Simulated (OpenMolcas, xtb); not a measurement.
# A ladder of methods for CHClFGeN (SMILES N#[C][GeH]([F])[Cl])

The species is CHClFGeN (6 atoms), meant as a singlet with charge 0. SMILES: `N#[C][GeH]([F])[Cl]`. The coordinates come from a PBE0-D4/def2-TZVP relaxation.

Each level gives the vertical energy of the triplet above the singlet (eV). The values are calculated.

```tsv
level	kind	program	value (eV)	CPU time (all runs)
GFN0-xTB	semi-empirical	xtb	4.53	under 2 s
HF/cc-pVDZ	Hartree–Fock	OpenMolcas	7.33	40 s
SVWN5/cc-pVDZ	LDA	OpenMolcas	6.10	90 s
PBE/cc-pVDZ	GGA	OpenMolcas	6.05	2.4 min
M06-L/cc-pVDZ	meta-GGA	OpenMolcas	6.09	5.7 min
BHLYP/cc-pVDZ	global hybrid	OpenMolcas	5.88	1.9 min
PBE0/cc-pVDZ	global hybrid	OpenMolcas	6.01	2.6 min
```

All-electron rows without a relativistic Hamiltonian named are non-relativistic. The values span 4.53 to 7.33 eV. The xTB rows lack spin polarisation, so open shells miss the exchange term that lowers them. CPU times are rough (shared hosts, several kinds of processor): they show what a rung costs within a factor of a few.
